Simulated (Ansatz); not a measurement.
Species: C4H5S, SMILES `c1cc[sH+]c1` with one electron removed (charge 2, multiplicity 2).

Question: Give a relaxed geometry from B3LYP-D3(BJ)/def2-TZVP (Ansatz, an electronic-structure program).

Answer: the end point of this relaxation (outside a Z-matrix the atoms follow the SMILES, hydrogens last).
Z-matrix (Å, degrees):
```
C
H 1 1.0875
C 1 1.3900 2 122.03
H 3 1.0882 1 129.22 2 2.26
C 1 1.4116 2 124.14 3 178.97
H 5 1.0875 1 124.14 2 0.00
C 5 1.3900 6 122.03 1 178.97
H 7 1.0882 5 129.22 6 -2.26
S 3 1.7967 4 119.95 1 175.11
H 9 1.3721 3 100.67 4 73.26
```
